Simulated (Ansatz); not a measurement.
C$_{7}$H$_{14}$O, singlet, geometry from GFN2-xTB; MP2/STO-3G (Ansatz, a first-principles code).

Ansatz was given this input:
Ansatz 0.2 input:
```yaml
crystal:
  periodic: [false, false, false]
  atoms:
    - {symbol: C, position_ang: [3.97086460, -0.38071733, -0.43965129]}
    - {symbol: C, position_ang: [2.60678230, -0.73740701, 0.13800005]}
    - {symbol: C, position_ang: [1.51015820, 0.18598323, -0.38789984]}
    - {symbol: C, position_ang: [0.14292892, -0.16761451, 0.19137214]}
    - {symbol: C, position_ang: [-0.95542303, 0.76297606, -0.34072007]}
    - {symbol: C, position_ang: [-2.27816203, 0.38881441, 0.29276335]}
    - {symbol: C, position_ang: [-3.08467162, -0.62223570, -0.48162065]}
    - {symbol: O, position_ang: [-2.64417230, 0.85016418, 1.34346612]}
    - {symbol: H, position_ang: [4.73678337, -1.04837659, -0.05241722]}
    - {symbol: H, position_ang: [4.24080338, 0.63987028, -0.17754820]}
    - {symbol: H, position_ang: [3.95991087, -0.46341942, -1.52437289]}
    - {symbol: H, position_ang: [2.36306419, -1.77102126, -0.11868707]}
    - {symbol: H, position_ang: [2.64405549, -0.66759915, 1.22727202]}
    - {symbol: H, position_ang: [1.75588637, 1.21879545, -0.13142390]}
    - {symbol: H, position_ang: [1.47172621, 0.11557131, -1.47781424]}
    - {symbol: H, position_ang: [0.17539792, -0.08964627, 1.27994919]}
    - {symbol: H, position_ang: [-0.09932221, -1.20283662, -0.06123165]}
    - {symbol: H, position_ang: [-0.70920627, 1.79023512, -0.06729539]}
    - {symbol: H, position_ang: [-1.01354712, 0.68093630, -1.42658298]}
    - {symbol: H, position_ang: [-2.45330367, -1.44896073, -0.79721444]}
    - {symbol: H, position_ang: [-3.91058125, -0.99166093, 0.12015127]}
    - {symbol: H, position_ang: [-3.48315294, -0.14199562, -1.37397565]}
basis:
  gaussian:
    orbitals: STO-3G
magnetization: {spin_polarized: false}
correlation: {method: mp2}
```

The log (banner, timings and long lists left out):

```
Functional definition: HF
775 factors; integrals over basis functions are off by at most 4.3e-5 eV
mean field evaluation 1: about -9351.4227 eV, gradient 3.6e1 eV
mean field evaluation 2: about -9351.9311 eV, gradient 3.6e1 eV
mean field evaluation 4: about -9356.6115 eV, gradient 3.1e0 eV
mean field evaluation 8: about -9356.6779 eV, gradient 2.5e-5 eV
mean field -9356.67389584 eV, -343.8514234908 hartree, gradient 9.9e-7 eV, S^2 0.000000; 0 other end points of the search recorded, 0 dependent functions left out; unrestricted orbitals would lower it
mean field evaluation 16: about -9356.7298 eV, gradient 3.5e-1 eV
8 core orbitals not correlated
reference -9356.67389584 eV, -343.8514234908 hartree; 24, 24 occupied and 22, 22 virtual orbitals, 775 factors
second order -11.37042446 eV of doubles, -0.00000000 eV of singles
Total energy: -9368.04432030 eV, -344.2692788827 hartree
```
